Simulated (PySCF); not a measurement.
CH₄O₄. Atoms are numbered in the order given.

```xyz
9

O      0.8699    -0.7711    -0.7554
C      0.0000     0.0000     0.0000
O     -0.7711    -0.8699     0.7554
O      0.7711     0.8699     0.7554
O     -0.8699     0.7711    -0.7554
H      0.3594    -1.5164    -1.1026
H     -1.5164    -0.3594     1.1026
H      1.5164     0.3594     1.1026
H     -0.3594     1.5164    -1.1026
```

Coordinates come from a B3LYP-D3(BJ)/def2-SVP optimisation. One conformer was computed; it need not be the lowest.

These are PySCF with SMD-PBE0/6-31G* values and carry that method's errors.

Solvation free energies are E(SMD) − E(gas) at the gas-phase geometry, for 1 M in both phases. In vacuum the dipole moment is 0.00 D.

| solvent | ΔG(solv) (kcal/mol) | its non-electrostatic (CDS) part | dipole (D) |
|---|---|---|---|
| water | … | … | … |
| 1-octanol | -11.1 | 2.5 | 0.00 |
| cyclohexanone | -7.4 | -2.5 | 0.00 |

Q: What belongs in the gaps? (Estimate from the structure and the level; the computed values follow.)

A: 
- water, ΔG(solv) (kcal/mol): -14.0
- water, its non-electrostatic (CDS) part: 3.0
- water, dipole (D): 0.00
